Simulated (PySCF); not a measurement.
A PySCF script (with the pyscf-properties extension) for the NMR shieldings of SMILES s1c(F)c[n+](CC)c1F, [C$_{5}$H$_{6}$F$_{2}$NS]+, on a GFN2-xTB geometry:

```python
import basis_set_exchange as bse
import numpy as np
from pyscf import gto, dft
from pyscf.prop import nmr

atoms = """
C    -1.905404   -0.419975    0.478987
C    -1.094538    0.374984   -0.537333
N     0.327540    0.317211   -0.211263
C     1.153480   -0.697060   -0.609858
C     2.411770   -0.558025   -0.126483
F     3.422770   -1.353825   -0.332889
S     2.596993    0.870905    0.861519
C     0.947673    1.193229    0.559538
F     0.320994    2.228823    1.040677
H    -1.595129   -1.461265    0.502140
H    -2.953672   -0.380970    0.197961
H    -1.806483    0.002910    1.475444
H    -1.407356    1.420865   -0.538586
H    -1.220188   -0.038512   -1.538835
H     0.797137   -1.491306   -1.242932
"""
names = dict.fromkeys(["C", "N", "F", "S", "H"], "pcSseg-1")
basis = {el: gto.basis.parse(bse.get_basis(n, elements=[el], fmt="nwchem")) for el, n in names.items()}
mol = gto.M(atom=atoms, basis=basis, charge=1, verbose=0)
mf = dft.RKS(mol, xc="PBE0")
mf.grids.level = 2
mf.grids.alignment = dft.numint.BLKSIZE   # the property module wants whole blocks of grid points
mf.conv_tol = 1e-9
mf.kernel()

calc = nmr.RKS(mf)   # GIAO
C = mf.mo_coeff
Co = C[:, mf.mo_occ > 0]
resp = mf.gen_response(singlet=True, hermi=2)
def vind(x):   # induced exchange potential for any number of trial vectors
    d = np.einsum("pi,xij,qj->xpq", C, 2 * x.reshape(-1, C.shape[1], Co.shape[1]), Co, optimize=True)
    return np.einsum("xpq,pi,qj->xij", resp(d - d.transpose(0, 2, 1)), C, Co, optimize=True).ravel()
mo1, _ = nmr.rhf.solve_mo1(calc, with_cphf=vind)
sigma = calc.kernel(mo1)
for i, s in enumerate(sigma):   # ppm
    w = np.linalg.eigvalsh((s + s.T) / 2)
    print("%2d %-2s iso %8.1f  s11 %8.1f  s22 %8.1f  s33 %8.1f" % (i, mol.atom_pure_symbol(i), w.mean(), *w))
```

Task: Give the expected output.

Result: 
```
 0 C  iso    166.9  s11    149.5  s22    164.5  s33    186.7
 1 C  iso    136.3  s11     99.9  s22    137.3  s33    171.7
 2 N  iso     44.1  s11    -74.8  s22     45.3  s33    161.9
 3 C  iso     68.0  s11     -2.2  s22     81.6  s33    124.5
 4 C  iso     16.4  s11    -48.5  s22     29.9  s33     68.0
 5 F  iso    289.0  s11    218.0  s22    253.9  s33    395.0
 6 S  iso    292.5  s11    163.5  s22    248.8  s33    465.0
 7 C  iso     11.0  s11    -52.2  s22     22.7  s33     62.6
 8 F  iso    239.5  s11    118.3  s22    228.8  s33    371.4
 9 H  iso     29.9  s11     25.2  s22     29.1  s33     35.4
10 H  iso     29.6  s11     25.4  s22     25.6  s33     37.9
11 H  iso     30.0  s11     25.3  s22     29.3  s33     35.4
12 H  iso     26.8  s11     22.2  s22     26.9  s33     31.3
13 H  iso     27.4  s11     22.5  s22     26.7  s33     33.1
14 H  iso     24.3  s11     19.9  s22     26.0  s33     26.9
```

These numbers come from an equivalent density-fitted implementation of the same equations, which agrees with the script to about 0.01 ppm for H and up to a few tenths of a ppm for heavy atoms, so last digits may differ.

Task: Turn these shieldings into chemical shifts. Referencing at the same level of theory: TMS for $^{13}$C (186.93 ppm), $^{1}$H (31.72 ppm); NH3 for $^{15}$N (267.73 ppm); CFCl3 for $^{19}$F (170.95 ppm); $^{33}$S (503.73 ppm) against CS2.

Result: Averaging equivalent atoms: C 7: 175.9; C 4: 170.5; C 3: 119.0; C 1: 50.6; C 0: 20.0; N 2: 223.6; F 8: -68.6; F 5: -118.0; S 6: 211; H 14: 7.43; H 12/13: 4.58; H 9/10/11: 1.88 ppm. Unscaled 19F shifts against computed CFCl3 carry errors that often reach 10 to 50 ppm. Experimental scales use liquid or dissolved standards, which lie at an offset from isolated NH3 (liquid NH3: subtract about 20 ppm). Unscaled 15N shifts of sp2 nitrogen come out 20 to 40 ppm too high even then.

Size and cost of the density-fitted run: 190 basis functions, 34 s wall time on 1 thread of an Arm Neoverse V1, shared host.
